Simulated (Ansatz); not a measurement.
Start from `B[CH2][GeH2][F]` and change one element to get `B[CH2][GeH2][Cl]`.

Ansatz, PBE0-D4/def2-TZVP geometries, multiplicity 1. Each molecule was computed in one conformer, which needn't be the lowest.

Scalar relativity is left out up to krypton.

```tsv
property	`B[CH2][GeH2][F]`
HOMO energy (PBE0/def2-TZVPP) / eV	-9.13
HOMO energy (ωB97M-V/def2-TZVPP) / eV	-11.33
LUMO energy (PBE0/def2-TZVPP) / eV	-1.78
HOMO–LUMO gap (PBE/def2-TZVPP) / eV	5.07
LUMO energy (PBE/def2-TZVPP) / eV	-2.73
HOMO–LUMO gap (PBE0/def2-TZVPP) / eV	7.35
```

Question: What does the change do to each property? (An estimate is asked.)

Answer: The calculation gave: 
```csv
property,`B[CH2][GeH2][Cl]`,shift
HOMO energy (PBE0/def2-TZVPP) / eV,-8.63,0.50
HOMO energy (ωB97M-V/def2-TZVPP) / eV,-10.82,0.51
LUMO energy (PBE0/def2-TZVPP) / eV,-1.90,-0.12
HOMO–LUMO gap (PBE/def2-TZVPP) / eV,4.50,-0.57
LUMO energy (PBE/def2-TZVPP) / eV,-2.84,-0.11
HOMO–LUMO gap (PBE0/def2-TZVPP) / eV,6.73,-0.62
```

With PBE0 the HOMO rises by 0.50 eV and the LUMO falls by 0.12 eV, so the gap narrows by about 0.62 eV. PBE moves the HOMO by 0.46 eV and ωB97M-V by 0.51 eV.
